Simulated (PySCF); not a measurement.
Computed properties of C2H10GeSi, SMILES C[SiH](C)[GeH3]

C2H10GeSi, SMILES [GeH3][SiH](C)C. The structure is a stationary point at PBE0-D3(BJ)/def2-SVP. The structure was generated by enumeration, and PubChem lists no compound with its InChIKey, so it may never have been made. The values are those of a single conformer. All values are computed for the isolated molecule unless a solvent is named; none is compared with measurement here.

**Structure.** The optimised structure has Cs symmetry. All 36 harmonic modes at PBE0-D3(BJ)/def2-SVP (PySCF) are real, so it is a minimum. With heavy atoms numbered as in [SiH:1]([CH3:2])([CH3:3])[GeH3:4], the shortest bond between them is Si1–C3 at 1.884 Å and the longest Si1–Ge4 at 2.385 Å.

**Vibrations.** The strongest infrared lines (harmonic, unscaled, degenerate partners summed) lie at 792 cm⁻¹ (307 km/mol, H 94 %), 2199 cm⁻¹ (135 km/mol, H 97 %), 2141 cm⁻¹ (128 km/mol, H 98 %). The softest mode is at 81 cm⁻¹ and the zero-point energy is 66.3 kcal/mol.

**Electronic structure.** ωB97X/def2-TZVP (PySCF) places the frontier levels at -9.92 and 2.45 eV, a gap of 12.37 eV, and gives a dipole moment of 1.28 D and a mean polarisability of 85.5 bohr³. PBE/def2-TZVP (PySCF) at the same geometry gives -6.58 and -0.24 eV, so its gap is 6.03 eV narrower. An orbital gap is neither the optical nor the fundamental gap.

**Excitations.** TDA-CAM-B3LYP/def2-SVPD (PySCF) has S1 at 7.12 eV (174 nm, f = 0.041, weak); the most intense of the 10 singlets computed lies at 7.91 eV (f = 0.36). T1 (TDA) is at 6.47 eV, 0.65 eV under S1. TDA-PBE/def2-SVPD (PySCF) puts S1 at 6.31 eV. No vertical singlet excitation falls in the visible range (under 3.1 eV).

**NMR.** GIAO shifts at PBE0/pcSseg-1 (PySCF) (non-relativistic, atoms alike by connectivity averaged): ¹³C at -1.4 ppm against TMS; ¹H from 0.6 to 4.6 ppm against TMS; ²⁹Si at -32.6 ppm against TMS.
